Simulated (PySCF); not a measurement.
Simulated Si 2p region for `[SiH3][N]([SiH3])[GeH]1[CH]=CC=[CH]1`, binding energy against the vacuum level.

Every computed line was given a Gaussian of 0.6 eV full width at half maximum and an area set by the number of equivalent atoms (split 2:1 within a doublet); the highest printed point is 100. Computed with delta-SCF UKS SCAN, pcX-2 on the ionised atom, pcseg-1 elsewhere, spin-free X2C in PySCF 2.14.0.

(binding energy (eV), intensity): (105.9, 0), (106.0, 1), (106.1, 3), (106.2, 8), (106.3, 17), (106.4, 33), (106.5, 54), (106.6, 77), (106.7, 94), (106.8, 100), (106.9, 94), (107.0, 80), (107.1, 68), (107.2, 60), (107.3, 57), (107.4, 54), (107.5, 47), (107.6, 36), (107.7, 25), (107.8, 14), (107.9, 7), (108.0, 3), (108.1, 1), (108.2, 0), (108.3, 0)

Problem. Count the maxima, the lines and the sites behind this envelope.

Solution. The curve has 1 maximum (at 106.8 eV). Under it lie 2 lines from 1 inequivalent silicon site, drawn as a 2p3/2, 2p1/2 pair. At this width some lines have no maximum of their own.

Problem. Decompose the envelope and assign each component. Numbering: `[SiH3:1][N:2]([SiH3:3])[GeH:4]1[CH:5]=[CH:6][CH:7]=[CH:8]1`.

Solution. 
```
position (eV)  relative area      line    atoms   environment
       106.78           1.33  Si 2p3/2  Si1/Si3  SiH3 silicon
       107.40           0.67  Si 2p1/2  Si1/Si3  SiH3 silicon
```

Problem. What are the centre and the root-mean-square width of the whole band?

Solution. The area-weighted mean of the lines is 106.98 eV. Their own spread about it is 0.29 eV (rms) and each Gaussian has σ = 0.6/2.355 = 0.25 eV; the variances add, which gives 0.39 eV.

No satellites, vibrations or lifetime broadening are included. One atom of each set of topologically equivalent atoms was ionised and stands for the set; in this conformer not all members are related by symmetry, and their own values weren't computed. Spin–orbit coupling isn't in the SCF: each 2p doublet comes from a relaxed spin-free hole plus a matrix of the shell (mean-field spin–orbit coupling and the ground-state 2p splitting), with 2p3/2 averaged over its two sublevels. 2p1/2 minus 2p3/2 (ligand field included): Si 0.62 eV. The structure is a single PBE0-D3(BJ)/def2-SVP conformer in the gas phase; no vibrational or solvent corrections.

The values belong to the conformer `[SiH3:1][N:2]([SiH3:3])[GeH:4]1[CH:5]=[CH:6][CH:7]=[CH:8]1`: Si1–N2–Ge4–C5 -26°.
